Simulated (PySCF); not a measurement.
Ionisation energy of Ir⁵²⁺ by level of theory

Ir⁵²⁺ [Ar] 3d7 [3d3/2^4 3d5/2^3, M_J = 9/2] → Ir⁵³⁺ [Ar] 3d6 [3d3/2^4 3d5/2^2, M_J = 4], as a difference of total energies. All numbers are calculated (PySCF 2.14, the two-component X2C-1e Hamiltonian, in an even-tempered Gaussian basis (15 s from 14 bohr⁻², ratio 2.8; 13 p from 18 bohr⁻², ratio 2.8; 8 d from 18 bohr⁻², ratio 2.8; 3 f from 65 bohr⁻², ratio 3)). Correlated levels: [Ne] frozen; the 78 highest virtual spinors dropped. "Screened" scales the spin-orbit matrix elements by Boettger's factors to mimic the two-electron term; Breit and QED terms are absent.

```tsv
method	ionisation energy (eV)
GHF (spin-free)	4976.9
GMP2 (spin-free)	4977.9
GHF (screened spin-orbit)	4954.0
GMP2 (screened spin-orbit)	4954.2
```

Breit and QED terms and the two-electron picture change are absent.

The spin-free rows relax to the high-spin LS determinant and lack the spin-orbit shift.

The labels give the starting determinants; with spin-orbit coupling the two ends relaxed to ⟨J²⟩ = 24.75, ⟨L²⟩ = 16.10, ⟨S²⟩ = 2.53 and ⟨J²⟩ = 20.00, ⟨L²⟩ = 13.07, ⟨S²⟩ = 2.85.

For comparison: 4952 ± 4 eV (theoretical estimate listed by NIST; NIST Atomic Spectra Database, ionization energies).
